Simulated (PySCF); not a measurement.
C₂H₈ClNSi₂, SMILES C[Si@H](Cl)/C=N/[SiH3]. Atoms are numbered in the order given.

```xyz
14

C      1.5143    -0.4267    -1.7285
Si     1.0409     0.6417    -0.2819
Cl     2.4222     0.4446     1.2585
C     -0.6463     0.0902     0.3897
N     -1.5260    -0.2304    -0.4728
Si    -3.1661    -0.7458    -0.0690
H      0.6822    -0.4261    -2.4503
H      2.4261    -0.0607    -2.2242
H      1.6839    -1.4627    -1.3968
H      0.9773     2.0857    -0.6347
H     -0.8463     0.0665     1.4875
H     -3.3817    -0.7643     1.4133
H     -4.1194     0.2018    -0.7073
H     -3.3740    -2.1094    -0.6274
```

Geometry: ωB97X-D3(BJ)/def2-SVP. The structure was generated by enumeration; whether it is a known compound was not checked. The values are those of a single conformer.

The numbers are results of ωB97X/def2-TZVP run with PySCF, not measurements.

ESP charges are fitted to the potential on shells at 1.4 to 2.0 van der Waals radii. Atomic charges (e):

```
atom  Mulliken  ESP fit    IAO
----  --------  -------  -----
C1         [?]    -0.52  -0.73
Si2        [?]     0.30   1.01
Cl3      -0.26    -0.19  -0.35
C4       -0.12     0.20  -0.21
N5         [?]    -0.38  -0.54
Si6       0.33     0.32   0.80
H7        0.15     0.14   0.17
H8        0.14     0.17   0.16
H9        0.14     0.16   0.16
H10        [?]    -0.05  -0.14
H11        [?]     0.03   0.10
H12      -0.06    -0.07  -0.16
H13      -0.04    -0.05  -0.14
H14      -0.04    -0.05  -0.14
```

Q: Fill in the missing entries. (The exact figures need the calculation; the answer reports its results.)

A: 
- C1, Mulliken: -0.48
- Si2, Mulliken: 0.51
- N5, Mulliken: -0.37
- H10, Mulliken: -0.03
- H11, Mulliken: 0.11

Computed Mayer and Wiberg (Löwdin basis) orders of the bonds:
| bond | Mayer | Wiberg |
|---|---|---|
| C1–Si2 | 1.01 | 1.23 |
| Si2–Cl3 | 1.14 | 1.75 |
| Si2–C4 | 0.90 | 1.06 |
| C4–N5 | 1.88 | 2.35 |
| N5–Si6 | 1.02 | 1.30 |
| C1–H7 | 0.94 | 0.89 |
| C1–H8 | 0.95 | 0.90 |
| C1–H9 | 0.95 | 0.90 |
| Si2–H10 | 0.96 | 0.90 |
| C4–H11 | 0.92 | 0.87 |
| Si6–H12 | 0.94 | 0.95 |
| Si6–H13 | 0.96 | 0.96 |
| Si6–H14 | 0.96 | 0.96 |
